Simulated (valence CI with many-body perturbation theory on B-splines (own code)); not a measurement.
**Level structure of Tb LX**

Level of theory: relativistic CI+MBPT: four valence electrons over a frozen Dirac-Fock core [He], a basis of 11 s, 11 p, 9 d, 7 f, 5 g, 2 h, 1 i functions for each j, with the one-electron correlation potential Σ1, the two-electron term Σ2, the three-electron term Σ3, Breit, model QED; selected CI, second order for the rest (own B-spline code, finite nucleus).

The last digits are not significant, and no measured levels were compared; by estimate large intervals hold to a few tenths of a per cent, small ones and those within an open d or f shell to about a per cent. Among the levels kept, up to 270 cm⁻¹ of a level comes from second order outside the variational space, and about a tenth of that is noise between levels of different J, which matters for small intervals.

Levels 46 to 90 of 114, with energies above the lowest level, (2s^2 2p1/2^2) J=0. "Leading %" is the weight of the configuration and term that name the level; weights of strongly mixed levels are sums over their largest components and can fall short. In the jj column 3d3/2^4 stands for four electrons in 3d with j = 3/2. Lifetimes count E1, E2, E3, M1 and M2 decay at the calculated energies, and are blank where another channel may lead or the interval is too uncertain; long ones can be off by a factor of two.

| No. | Configuration | Term | J | E (eV) | Leading % | Second component | Lifetime | g | Leading jj |
| --- | --- | --- | --- | --- | --- | --- | --- | --- | --- |
| 46 | 2s2p²3s | ³P | 1 | 8685.6 | 66 | 20 % 2s2p²3s ⁵P | 6.10 fs | 1.556 | 2s 2p1/2 2p3/2 3s (98 %) |
| 47 | 2s2p²3s | ³D | 3 | 8696.5 | 61 | 38 % 2s2p²3s ⁵P | 11.2 fs | 1.432 | 2s 2p1/2 2p3/2 3s (98 %) |
| 48 | 2s2p²3s | ³P | 2 | 8719.0 | 39 | 35 % 2s2p²3s ³D | 6.25 fs | 1.224 | 2s 2p1/2 2p3/2 3s (99 %) |
| 49 | 2s2p²3p | ⁵P° | 1 | 8737.3 | 39 | 31 % 2s2p²3p ⁵D° | 9.90 fs | 1.873 | 2s 2p1/2 2p3/2 3p1/2 (100 %) |
| 50 | 2s2p²3p | ⁵D° | 2 | 8747.3 | 46 | 19 % 2s2p²3p ³D° | 5.08 fs | 1.345 | 2s 2p1/2 2p3/2 3p1/2 (100 %) |
| 51 | 2s2p²3s | ³P | 0 | 8764.5 | 97 |  | 5.59 fs |  | 2s 2p1/2 2p3/2 3s (97 %) |
| 52 | 2s2p²3s | ¹P | 1 | 8764.9 | 44 | 39 % 2s2p²3s ³D | 6.13 fs | 0.959 | 2s 2p1/2 2p3/2 3s (94 %) |
| 53 | 2s2p²3s | ³P | 1 | 8770.9 | 69 | 20 % 2s2p²3s ³D | 12.7 fs | 1.373 | 2s 2p1/2 2p3/2 3s (99 %) |
| 54 | 2s2p²3s | ¹D | 2 | 8773.4 | 39 | 33 % 2s2p²3s ³P | 11.5 fs | 1.199 | 2s 2p1/2 2p3/2 3s (98 %) |
| 55 | 2s2p²3p | ³D° | 3 | 8776.1 | 33 | 27 % 2s2p²3p ³F° | 3.36 fs | 1.217 | 2s 2p1/2 2p3/2 3p1/2 (99 %) |
| 56 | 2s2p²3p | ³P° | 2 | 8807.3 | 42 | 17 % 2s2p²3p ³D° | 5.78 fs | 1.477 | 2s 2p1/2 2p3/2 3p1/2 (99 %) |
| 57 | 2s²2p3p | ³D | 3 | 8814.4 | 97 |  | 136 fs | 1.317 | 2s^2 2p3/2 3p3/2 (97 %) |
| 58 | 2s²2p3p | ¹P | 1 | 8816.1 | 50 | 35 % 2s²2p3p ³S | 46.9 fs | 1.327 | 2s^2 2p3/2 3p3/2 (92 %) |
| 59 | 2s2p²3p | ³P° | 0 | 8835.1 | 49 | 26 % 2s2p²3p ⁵D° | 3.06 fs |  | 2s 2p1/2 2p3/2 3p1/2 (98 %) |
| 60 | 2s2p²3p | ³D° | 1 | 8836.1 | 59 | 15 % 2s2p²3p ³P° | 3.24 fs | 0.884 | 2s 2p1/2 2p3/2 3p1/2 (98 %) |
| 61 | 2s2p²3p | ³F° | 2 | 8838.5 | 45 | 23 % 2s2p²3p ¹D° | 4.38 fs | 0.905 | 2s 2p1/2 2p3/2 3p1/2 (98 %) |
| 62 | 2s²2p3p | ³P | 2 | 8841.4 | 62 | 34 % 2s²2p3p ¹D | 96.6 fs | 1.304 | 2s^2 2p3/2 3p3/2 (96 %) |
| 63 | 2s²2p3p | ¹S | 0 | 8864.4 | 65 | 31 % 2s²2p3p ³P | 89.2 fs |  | 2s^2 2p3/2 3p3/2 (96 %) |
| 64 | 2s2p²3p | ³D° | 1 | 8878.6 | 29 | 28 % 2s2p²3p ¹P° | 5.73 fs | 1.118 | 2s 2p1/2 2p3/2 3p1/2 (99 %) |
| 65 | 2s²2p3d | ³D° | 2 | 8892.5 | 47 | 26 % 2s²2p3d ¹D° | 1.24 fs | 1.017 | 2s^2 2p3/2 3d3/2 (96 %) |
| 66 | 2s²2p3d | ³F° | 3 | 8899.6 | 52 | 30 % 2s²2p3d ¹F° | 1.27 fs | 1.080 | 2s^2 2p3/2 3d3/2 (96 %) |
| 67 | 2s²2p3d | ³P° | 1 | 8903.3 | 56 | 36 % 2s²2p3d ³D° | 1.01 fs | 1.082 | 2s^2 2p3/2 3d3/2 (97 %) |
| 68 | 2s²2p3d | ³P° | 0 | 8906.1 | 97 |  | 1.32 fs |  | 2s^2 2p3/2 3d3/2 (97 %) |
| 69 | 2s²2p3d | ³F° | 4 | 8943.8 | 97 |  | 9.59 ps | 1.235 | 2s^2 2p3/2 3d5/2 (97 %) |
| 70 | 2s²2p3d | ³P° | 2 | 8955.3 | 45 | 38 % 2s²2p3d ¹D° | 1.46 fs | 1.235 | 2s^2 2p3/2 3d5/2 (96 %) |
| 71 | 2s²2p3d | ³D° | 3 | 8968.6 | 34 | 23 % 2s2p²3p ⁵D° | 1.12 fs | 1.313 | 2s^2 2p3/2 3d5/2 (55 %) |
| 72 | 2s2p²3p | ⁵D° | 3 | 8973.7 | 28 | 26 % 2s²2p3d ³D° | 1.55 fs | 1.371 | 2s 2p1/2 2p3/2 3p3/2 (58 %) |
| 73 | 2s2p²3p | ⁵P° | 1 | 8977.1 | 23 | 16 % 2s2p²3p ³S° | 2.79 fs | 1.531 | 2s 2p1/2 2p3/2 3p3/2 (76 %) |
| 74 | 2s²2p3d | ¹P° | 1 | 8982.2 | 52 | 20 % 2s²2p3d ³P° | 1.17 fs | 1.149 | 2s^2 2p3/2 3d5/2 (81 %) |
| 75 | 2p³3s | ³P° | 2 | 8987.0 | 20 | 19 % 2s2p²3p ³D° | 5.86 fs | 1.497 | 2s 2p1/2 2p3/2 3p3/2 (58 %) |
| 76 | 2s2p²3p | ³D° | 2 | 9000.0 | 28 | 14 % 2s2p²3p ⁵P° | 5.77 fs | 1.350 | 2s 2p1/2 2p3/2 3p3/2 (71 %) |
| 77 | 2p³3s | ¹P° | 1 | 9002.6 | 20 | 17 % 2p³3s ³D° | 4.54 fs | 1.086 | 2p1/2^2 2p3/2 3s (60 %) |
| 78 | 2s2p²3p | ³P° | 0 | 9006.5 | 81 | 14 % 2s2p²3p ⁵D° | 2.94 fs |  | 2s 2p1/2 2p3/2 3p3/2 (99 %) |
| 79 | 2s2p²3p | ³F° | 4 | 9009.4 | 60 | 38 % 2s2p²3p ⁵D° | 638 fs | 1.322 | 2s 2p1/2 2p3/2 3p3/2 (98 %) |
| 80 | 2s2p²3p | ³P° | 2 | 9028.9 | 39 | 12 % 2s2p²3p ⁵S° | 9.13 fs | 1.446 | 2s 2p1/2 2p3/2 3p3/2 (75 %) |
| 81 | 2s2p²3p | ³D° | 3 | 9032.0 | 52 | 26 % 2s2p²3p ¹F° | 4.96 fs | 1.280 | 2s 2p1/2 2p3/2 3p3/2 (99 %) |
| 82 | 2s2p²3d | ⁵F | 2 | 9042.4 | 44 | 17 % 2s2p²3d ³P | 2.87 fs | 1.163 | 2s 2p1/2 2p3/2 3d3/2 (98 %) |
| 83 | 2s2p²3p | ¹P° | 1 | 9044.4 | 26 | 12 % 2s2p²3p ³S° | 3.77 fs | 1.214 | 2s 2p1/2 2p3/2 3p3/2 (72 %) |
| 84 | 2s2p²3d | ⁵D | 1 | 9044.5 | 48 | 22 % 2s2p²3d ⁵F | 3.54 fs | 1.187 | 2s 2p1/2 2p3/2 3d3/2 (98 %) |
| 85 | 2s2p²3d | ⁵D | 0 | 9045.9 | 83 | 15 % 2s2p²3d ³P | 15.7 fs |  | 2s 2p1/2 2p3/2 3d3/2 (100 %) |
| 86 | 2s2p²3d | ⁵F | 3 | 9051.9 | 52 | 15 % 2s2p²3d ³F | 3.65 fs | 1.175 | 2s 2p1/2 2p3/2 3d3/2 (96 %) |
| 87 | 2p³3p | ³P | 1 | 9070.8 | 18 | 17 % 2p³3p ⁵P | 1.09 fs | 1.502 | 2p1/2^2 2p3/2 3p1/2 (79 %) |
| 88 | 2p³3p | ³D | 2 | 9072.9 | 19 | 16 % 2p³3p ³F | 1.16 fs | 1.176 | 2p1/2^2 2p3/2 3p1/2 (77 %) |
| 89 | 2s2p²3p | ³D° | 2 | 9079.1 | 36 | 23 % 2s2p²3p ³P° | 5.53 fs | 1.346 | 2s 2p1/2 2p3/2 3p3/2 (94 %) |
| 90 | 2s2p²3p | ³D° | 3 | 9079.2 | 45 | 35 % 2s2p²3p ³F° | 7.22 fs | 1.167 | 2s 2p1/2 2p3/2 3p3/2 (99 %) |
